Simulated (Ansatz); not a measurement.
The cluster Hf₂O₅H₂. Charge 0, multiplicity 1. Geometry r2SCAN-D4/def2-SVP.

Cartesian coordinates in Å:
```
Hf -0.909 0.259 0.128
Hf 1.870 -0.736 -0.300
O -2.610 1.571 0.546
O 0.964 0.938 0.150
O 0.040 -1.432 -0.323
O -2.509 1.029 -0.839
O -2.364 0.469 1.518
H 2.640 -0.691 -2.008
H 2.878 -1.409 1.128
```

In the def2 sets Hf takes a core potential; there is no spin–orbit coupling. The structure holds 2 bonds between oxygen atoms, so isomers without such links may lie far lower. No other spin state of charge 0 was run. Another isomer (singlet) lies 3.98 eV lower at PBE0-D4/def2-TZVP; other spin states weren't run for this one.

(1) Estimate the orbital energies around the gap (eV) in Ansatz with PBE-D4/def2-TZVP, r2SCAN-D4/def2-TZVP, B97M-V/def2-TZVP, r2SCANh-D4/def2-TZVP, PBE0-D4/def2-TZVP.

Results:

(1) 
```json
{"orbital": "HOMO−5", "PBE-D4/def2-TZVP": "-8.69", "r2SCAN-D4/def2-TZVP": "-9.03", "B97M-V/def2-TZVP": "-9.15", "r2SCANh-D4/def2-TZVP": "-9.63", "PBE0-D4/def2-TZVP": "-10.28"}
{"orbital": "HOMO−4", "PBE-D4/def2-TZVP": "-8.17", "r2SCAN-D4/def2-TZVP": "-8.49", "B97M-V/def2-TZVP": "-8.61", "r2SCANh-D4/def2-TZVP": "-9.07", "PBE0-D4/def2-TZVP": "-9.71"}
{"orbital": "HOMO−3", "PBE-D4/def2-TZVP": "-8.00", "r2SCAN-D4/def2-TZVP": "-8.35", "B97M-V/def2-TZVP": "-8.46", "r2SCANh-D4/def2-TZVP": "-8.96", "PBE0-D4/def2-TZVP": "-9.63"}
{"orbital": "HOMO−2", "PBE-D4/def2-TZVP": "-7.70", "r2SCAN-D4/def2-TZVP": "-8.07", "B97M-V/def2-TZVP": "-8.14", "r2SCANh-D4/def2-TZVP": "-8.58", "PBE0-D4/def2-TZVP": "-9.12"}
{"orbital": "HOMO−1", "PBE-D4/def2-TZVP": "-6.83", "r2SCAN-D4/def2-TZVP": "-7.14", "B97M-V/def2-TZVP": "-7.26", "r2SCANh-D4/def2-TZVP": "-7.72", "PBE0-D4/def2-TZVP": "-8.42"}
{"orbital": "HOMO", "PBE-D4/def2-TZVP": "-6.76", "r2SCAN-D4/def2-TZVP": "-7.12", "B97M-V/def2-TZVP": "-7.24", "r2SCANh-D4/def2-TZVP": "-7.64", "PBE0-D4/def2-TZVP": "-8.15"}
{"orbital": "LUMO", "PBE-D4/def2-TZVP": "-3.52", "r2SCAN-D4/def2-TZVP": "-3.26", "B97M-V/def2-TZVP": "-3.33", "r2SCANh-D4/def2-TZVP": "-2.85", "PBE0-D4/def2-TZVP": "-2.46"}
{"orbital": "LUMO+1", "PBE-D4/def2-TZVP": "-3.00", "r2SCAN-D4/def2-TZVP": "-2.77", "B97M-V/def2-TZVP": "-2.81", "r2SCANh-D4/def2-TZVP": "-2.43", "PBE0-D4/def2-TZVP": "-2.06"}
{"orbital": "LUMO+2", "PBE-D4/def2-TZVP": "-2.69", "r2SCAN-D4/def2-TZVP": "-2.39", "B97M-V/def2-TZVP": "-2.56", "r2SCANh-D4/def2-TZVP": "-2.11", "PBE0-D4/def2-TZVP": "-1.83"}
{"orbital": "LUMO+3", "PBE-D4/def2-TZVP": "-2.53", "r2SCAN-D4/def2-TZVP": "-2.29", "B97M-V/def2-TZVP": "-2.28", "r2SCANh-D4/def2-TZVP": "-1.86", "PBE0-D4/def2-TZVP": "-1.40"}
{"orbital": "LUMO+4", "PBE-D4/def2-TZVP": "-2.10", "r2SCAN-D4/def2-TZVP": "-1.85", "B97M-V/def2-TZVP": "-1.92", "r2SCANh-D4/def2-TZVP": "-1.52", "PBE0-D4/def2-TZVP": "-1.10"}
{"orbital": "LUMO+5", "PBE-D4/def2-TZVP": "-2.02", "r2SCAN-D4/def2-TZVP": "-1.72", "B97M-V/def2-TZVP": "-1.72", "r2SCANh-D4/def2-TZVP": "-1.30", "PBE0-D4/def2-TZVP": "-0.87"}
```
